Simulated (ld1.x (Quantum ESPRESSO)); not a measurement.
# An all-electron radial function and its pseudo partner (Cd)

Columns: radius, all-electron u(r) and pseudo u(r) of the 5s shell (level -6.34 eV) of cadmium in the configuration [Kr] 4d10 5s1.5 5p0.5; PBE, scalar-relativistic, TM scheme, ld1.x (Quantum ESPRESSO) 7.5.

```json
{"r (bohr)": "0.182", "all-electron": "0.0829", "pseudo": "0.0235"}
{"r (bohr)": "0.365", "all-electron": "0.0880", "pseudo": "0.0499"}
{"r (bohr)": "0.548", "all-electron": "-0.2182", "pseudo": "0.0821"}
{"r (bohr)": "0.730", "all-electron": "-0.2921", "pseudo": "0.1233"}
{"r (bohr)": "0.912", "all-electron": "-0.1661", "pseudo": "0.1769"}
{"r (bohr)": "1.095", "all-electron": "0.0342", "pseudo": "0.2456"}
{"r (bohr)": "1.277", "all-electron": "0.2289", "pseudo": "0.3281"}
{"r (bohr)": "1.460", "all-electron": "0.3890", "pseudo": "0.4194"}
{"r (bohr)": "1.642", "all-electron": "0.5060", "pseudo": "0.5077"}
{"r (bohr)": "1.825", "all-electron": "0.5851", "pseudo": "0.5811"}
{"r (bohr)": "2.007", "all-electron": "0.6318", "pseudo": "0.6298"}
{"r (bohr)": "2.190", "all-electron": "0.6536", "pseudo": "0.6533"}
{"r (bohr)": "2.372", "all-electron": "0.6564", "pseudo": "0.6564"}
{"r (bohr)": "2.555", "all-electron": "0.6451", "pseudo": "0.6451"}
{"r (bohr)": "2.738", "all-electron": "0.6239", "pseudo": "0.6239"}
{"r (bohr)": "2.920", "all-electron": "0.5959", "pseudo": "0.5959"}
{"r (bohr)": "3.102", "all-electron": "0.5636", "pseudo": "0.5636"}
{"r (bohr)": "3.285", "all-electron": "0.5285", "pseudo": "0.5285"}
{"r (bohr)": "3.468", "all-electron": "0.4923", "pseudo": "0.4923"}
{"r (bohr)": "3.650", "all-electron": "0.4562", "pseudo": "0.4562"}
{"r (bohr)": "3.832", "all-electron": "0.4207", "pseudo": "0.4207"}
{"r (bohr)": "4.015", "all-electron": "0.3863", "pseudo": "0.3863"}
{"r (bohr)": "4.198", "all-electron": "0.3535", "pseudo": "0.3535"}
{"r (bohr)": "4.380", "all-electron": "0.3226", "pseudo": "0.3226"}
{"r (bohr)": "4.562", "all-electron": "0.2937", "pseudo": "0.2937"}
{"r (bohr)": "4.745", "all-electron": "0.2666", "pseudo": "0.2666"}
```

Task: How many radial nodes do the two functions have?

Result: The all-electron 5s function has n − l − 1 = 4 (the table is too coarse to show those close to the nucleus); the pseudo-wave has 0, since the states of the same l below it are removed with the core.

Task: At about which radius was the pseudo-wave matched?

Result: 2.50 bohr. The columns agree to 0.0005 from 2.19 bohr on; several derivatives are matched, so the curves merge somewhat inside the radius.

Task: Is the pseudo-wave norm-conserving?

Result: Yes: the TM scheme keeps the norm inside the radius equal to the all-electron one, which fixes the energy derivative of the logarithmic derivative at the level.
